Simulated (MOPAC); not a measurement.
Input file for MOPAC: PM3 on CH4GeS (SMILES [CH3][Ge][SH]), a point of a torsion scan.

```
PM3 1SCF PRECISE CHARGE=0 THREADS=1
CH4GeS

C     -0.91862675 1    -0.17894510 1    -0.03709927 1
Ge     0.08638301 1     1.57511326 1    -0.32023323 1
S      1.84999583 1     0.78486157 1    -1.47041798 1
H     -0.45569204 1    -1.07207398 1    -0.45480449 1
H     -1.91772160 1    -0.08300702 1    -0.46620339 1
H     -1.05253540 1    -0.33650162 1     1.03469601 1
H      1.53443325 1    -0.50053860 1    -1.50613099 1
```

It printed:

```
*******************************************************************************
 **                                                                           **
 **                              MOPAC v23.2.5                                **
 **                                                                           **
 *******************************************************************************
 ** MOPAC's Digital Object Identifier: https://doi.org/10.5281/zenodo.6511958 **
 **                                                                           **
 ** Please cite the open-source release paper for use of this MOPAC version:  **
 ** J. E. Moussa and J. J. P. Stewart (2026)                                  **
 ** MOPAC: An open-source semiempirical molecular orbital program             **
 ** J. Open Source Softw., 11(119), 8025, https://doi.org/10.21105/joss.08025 **
 *******************************************************************************

                              PM3 CALCULATION RESULTS

 *******************************************************************************
 *  PM3        - The PM3 Hamiltonian to be used
 *
 *
 *
 *                 CHARGE ON SYSTEM = 0
 *
 *
 *
 *  PRECISE    - TIGHTER CRITERIA TO BE USED
 *  1SCF       - DO 1 SCF AND THEN STOP
 *  THREADS=1  - MULTI-THREADING NOT USED
 *  T=         - A TIME OF 172800.0 SECONDS REQUESTED
 *  DUMP=N     - RESTART FILE WRITTEN EVERY 7200.0 SECONDS REQUESTED
 *******************************************************************************
PM3 1SCF PRECISE CHARGE=0 THREADS=1
 CH4GeS

   ATOM   CHEMICAL          X               Y               Z
  NUMBER   SYMBOL      (ANGSTROMS)     (ANGSTROMS)     (ANGSTROMS)

     1       C         -0.91862675  *  -0.17894510  *  -0.03709927  *
     2      Ge          0.08638301  *   1.57511326  *  -0.32023323  *
     3       S          1.84999583  *   0.78486157  *  -1.47041798  *
     4       H         -0.45569204  *  -1.07207398  *  -0.45480449  *
     5       H         -1.91772160  *  -0.08300702  *  -0.46620339  *
     6       H         -1.05253540  *  -0.33650162  *   1.03469601  *
     7       H          1.53443325  *  -0.50053860  *  -1.50613099  *



          CARTESIAN COORDINATES

    NO.       ATOM           X           Y           Z

     1         C         -0.9186     -0.1789     -0.0371
     2        Ge          0.0864      1.5751     -0.3202
     3         S          1.8500      0.7849     -1.4704
     4         H         -0.4557     -1.0721     -0.4548
     5         H         -1.9177     -0.0830     -0.4662
     6         H         -1.0525     -0.3365      1.0347
     7         H          1.5344     -0.5005     -1.5061

  H: (PM3): J. J. P. STEWART, J. COMP. CHEM. 10, 209 (1989).
  C: (PM3): J. J. P. STEWART, J. COMP. CHEM. 10, 209 (1989).
  S: (PM3): J. J. P. STEWART, J. COMP. CHEM. 10, 209 (1989).
 Ge: (PM3): J. J. P. STEWART, J. COMP. CHEM. 12, 320-341 (1991).

           Empirical Formula: C H4 Ge S  =     7 atoms



      MOLECULAR POINT GROUP   :   Cs


      RHF CALCULATION, NO. OF DOUBLY OCCUPIED LEVELS = 9


 -------------------------------------------------------------------------------
 PM3 1SCF PRECISE CHARGE=0 THREADS=1
 CH4GeS



     1SCF WAS SPECIFIED, SO BFGS WAS NOT USED
     SCF FIELD WAS ACHIEVED


                              PM3 CALCULATION
                                                       MOPAC v23.2.5 Linux




          FINAL HEAT OF FORMATION =         22.24363 KCAL/MOL =      93.06735 KJ/MOL


          COSMO AREA              =        118.88 SQUARE ANGSTROMS
          COSMO VOLUME            =        110.66 CUBIC ANGSTROMS

          IONIZATION POTENTIAL    =          9.367888 EV
          HOMO LUMO ENERGIES (EV) =         -9.368 -0.980
          NO. OF FILLED LEVELS    =          9
          MOLECULAR WEIGHT        =        120.6926         POINT GROUP:  Cs

          MOLECULAR DIMENSIONS (Angstroms)

            Atom       Atom       Distance
            H     6    S     3     3.99471
            H     7   Ge     2     2.51789
            H     5    S     3     1.69829


          SCF CALCULATIONS        =          1





   ATOM   CHEMICAL          X               Y               Z
  NUMBER   SYMBOL      (ANGSTROMS)     (ANGSTROMS)     (ANGSTROMS)

     1       C         -0.91862675  *  -0.17894510  *  -0.03709927  *
     2      Ge          0.08638301  *   1.57511326  *  -0.32023323  *
     3       S          1.84999583  *   0.78486157  *  -1.47041798  *
     4       H         -0.45569204  *  -1.07207398  *  -0.45480449  *
     5       H         -1.91772160  *  -0.08300702  *  -0.46620339  *
     6       H         -1.05253540  *  -0.33650162  *   1.03469601  *
     7       H          1.53443325  *  -0.50053860  *  -1.50613099  *

                             CARTESIAN COORDINATES

   1    C       -0.918626750    -0.178945100    -0.037099270
   2   Ge        0.086383010     1.575113260    -0.320233230
   3    S        1.849995830     0.784861570    -1.470417980
   4    H       -0.455692040    -1.072073980    -0.454804490
   5    H       -1.917721600    -0.083007020    -0.466203390
   6    H       -1.052535400    -0.336501620     1.034696010
   7    H        1.534433250    -0.500538600    -1.506130990


           Empirical Formula: C H4 Ge S  =     7 atoms



      MOLECULAR POINT GROUP   :   Cs


                  EIGENVALUES
 -28.97122 -25.81795 -15.52642 -13.86000 -13.67275 -13.16674  -9.91537  -9.51358
  -9.36789  -0.97985  -0.51532   0.89142   1.68077   4.41542   4.45128   4.49170


              NET ATOMIC CHARGES AND DIPOLE CONTRIBUTIONS

  ATOM NO.   TYPE          CHARGE      No. of ELECS.   s-Pop       p-Pop
    1          C          -0.489613        4.4896     1.22256     3.26705
    2         Ge           0.678223        3.3218     1.82189     1.49989
    3          S          -0.362327        6.3623     1.91196     4.45037
    4          H           0.053202        0.9468     0.94680
    5          H           0.055812        0.9442     0.94419
    6          H           0.055820        0.9442     0.94418
    7          H           0.008884        0.9911     0.99112
 DIPOLE           X         Y         Z       TOTAL
 POINT-CHG.    -1.625     3.778     1.575     4.404
 HYBRID        -0.861    -4.258    -0.223     4.350
 SUM           -2.486    -0.480     1.352     2.871


          ATOMIC ORBITAL ELECTRON POPULATIONS

     Atom    s        px        py        pz
    1  C   1.22256   1.09307   1.13710   1.03688
    2 Ge   1.82189   0.43308   0.79721   0.26959
    3  S   1.91196   1.60302   1.07862   1.76874
    4  H   0.94680
    5  H   0.94419
    6  H   0.94418
    7  H   0.99112

 **********************
 *                    *
 * JOB ENDED NORMALLY *
 *                    *
 **********************




 == MOPAC DONE ==
```

The run finished.

Cost: around 0.020 core-seconds (rough).
